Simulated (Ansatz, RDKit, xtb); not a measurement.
Dimer: C2H2 (SMILES C#C) (first 4 atoms) with CH2O (SMILES C=O); geometry from B3LYP-D3(BJ)/def2-TZVP, rigid monomers moved along the line of their centres of mass till H4···O6 is 2.02 Å.
(charge 0, multiplicity 1):
```xyz
8

C      0.4486     0.0475    -0.6377
C     -0.2297    -0.0232     0.3473
H      1.0422     0.1093    -1.5169
H     -0.8198    -0.0847     1.2355
C      0.3422     0.0563     3.5055
O     -0.8248    -0.0761     3.2520
H      1.1055     0.1387     2.7097
H      0.7077     0.1020     4.5479
```

Monomers are frozen at their geometry in the pair; levels with a basis set take the counterpoise correction. RDKit's UFF carries no charges.

Cores are frozen in the correlated methods.

Run with Ansatz (Gaussian basis) for Hartree–Fock, density functionals and correlated methods; RDKit for the force fields; xtb for the GFN methods. Each number belongs to the level named beside it.

Question: Give the interaction energy at the level MP2/aug-cc-pVDZ.

Answer: -1.7 kcal/mol

Question: Estimate the interaction energy that GFN-FF returns for this input.

Answer: -0.5 kcal/mol

Question: Predict the interaction energy from UFF.

Answer: 12.4 kcal/mol

Ansatz is a first-principles code.
